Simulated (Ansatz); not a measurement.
`[NH2][Cd][Br]` + HCl → `[NH2][Cd][Cl]` + HBr  (ligand exchange at a Cd–Br bond)

Calculated with Ansatz (gas phase, PBE0-D4/def2-TZVP geometries, no zero-point term in ΔE). CCSD(T)/CBS is the MP2 limit (def2-TZVPP, def2-QZVPP) plus CCSD(T) − MP2 in def2-TZVPP, frozen cores. This one scheme is used for every species. Functionals use def2-TZVPP. B3LYP here is the variant with VWN-RPA as its local correlation; programs differ in this. Elements past krypton have def2 core potentials. For Br, Cd outer-core shells are correlated without core-valence functions, which leaves a few kJ/mol of doubt a bond. Scalar relativity is left out up to krypton. Each species was taken in one conformer, which may not be the lowest.

Is it downhill or uphill in electronic energy at CCSD(T)/CBS, and by how much? (Best estimate.)

Ansatz gave: Uphill: ΔE = +0.25 eV.

What do these levels give: LDA (SPW92), PBE-D4, BLYP-D4, PBE0-D4, r2SCANh-D4, CAM-B3LYP-D4, ωB97M-V, PBE0, B3LYP, CAM-B3LYP, CCSD(T)/def2-SVP, CCSD/CBS(def2)? (Best estimate.)

Computed: LDA (SPW92) 0.21, PBE-D4 0.22, BLYP-D4 0.21, PBE0-D4 0.25, r2SCANh-D4 0.24, CAM-B3LYP-D4 0.22, ωB97M-V 0.24, PBE0 0.24, B3LYP 0.22, CAM-B3LYP 0.22, CCSD(T)/def2-SVP 0.25, CCSD/CBS(def2) 0.25 eV.

Largest T1 diagnostic among the species: 0.014.

In def2-TZVPP, CCSD(T) changes the Hartree–Fock value by −0.04 eV (the triples alone add −0.00 eV) and MP2 by −0.03 eV. Leaving LDA and LC-ωPBE aside and taking each functional with its dispersion term where it has one, the values, not all of them listed here, spread over 0.07 eV, from B97M-V to BHLYP-D4. From BLYP to BHLYP (50 % exact exchange), in def2-TZVPP and without D4, ΔE moves by +0.05 eV.
